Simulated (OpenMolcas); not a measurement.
V3+ (d2) on a cation site of an ionic host was computed by SS-CASPT2, IPEA 0.25 Eh, imaginary shift 0.1 Eh with the d shell active (OpenMolcas, ANO-RCC-VDZP on the metal). Its lowest spin-free states, and all those of the highest spin:

```tsv
2S+1	Degeneracy	E (cm-1)
3	3	0
1	3	9600
1	2	10070
3	3	18500
1	1	21570
3	3	27840
1	3	29680
1	3	32800
3	1	38250
1	2	49500
1	1	63170
```

Q: Is the site octahedral, tetrahedral or cube-like, axial, or of lower symmetry?

A: The states with 2S+1 = 3 have orbital degeneracies 3, 3, 3, 1. Threefold states need a cubic site. For d2 at this spin an octahedron puts the threefold T1 below the threefold T2 and a tetrahedron or cube puts the single A2 below the threefold T2, so the site is octahedral. The run had V3+ with its 6 nearest oxide ions at 2.05 Å, on the Mg site of MgO (a = 4.2112 Å, distance in the model lattice 2.106 Å). The rest of the host is ab initio model potentials to 7.6 Å, with orthogonalisation functions on the cations behind the ligands, and point charges beyond; the distance is set by hand and nothing relaxes, and no local charge compensation is placed. Ligand basis ANO-RCC-VDZP.

Roots that are degenerate in the reference are averaged as groups; the widest CASPT2 spread within a group is 58 cm-1 (the 3-fold group of multiplicity 3 near 27800 cm-1 above the lowest state of its run). Shifts and gaps below about the spread of the groups concerned are not significant. Over all roots computed the reference weight is 0.71 to 0.72; a low but even weight reflects the number of correlated electrons. An orbital triplet at a regular site is open to Jahn-Teller coupling, which can distort the site and quench the lowest spin-orbit gaps and is left out. Ligand-to-metal charge-transfer states are missing. With no ligand orbital active B as a rule stays too high, so bands that hang on it stand too high and its fall with covalency is understated. With one d shell and no ligand orbital active, 10Dq can be off by a tenth or more. No measured value stands beside these numbers; the geometry was set by hand and not optimised.
